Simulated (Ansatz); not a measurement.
Frontier orbitals of C2H5ClGe (`Cl[CH]1[CH2][GeH2]1`).

The species carries charge 0 and has multiplicity 1. Correlated methods include outer-core shells of Ge, which these sets cover unevenly. Scalar relativity is left out up to krypton. The geometry is a stationary point of PBE0-D4/def2-TZVP. Basis def2-TZVPP, Ansatz 0.2.0.

Orbital energies of one run (eV). Highest occupied ones, from the top: -5.72, -6.83, -7.67, -8.72, -9.04, -9.49, -10.99, -11.84, -13.53, -14.50, -18.81, -21.49, -29.98, -30.02. Empty: -1.11, -0.51, -0.41, 0.13, 1.25, 1.71.

(1) Which functional gave them?
A. ωB97X-V
B. PBE0
C. r2SCAN0
D. LDA (SPW92)

Results:

(1) D. HOMO energies: LDA (SPW92) -5.72, ωB97X-V -8.86, r2SCAN0 -6.79, PBE0 -6.64 eV.
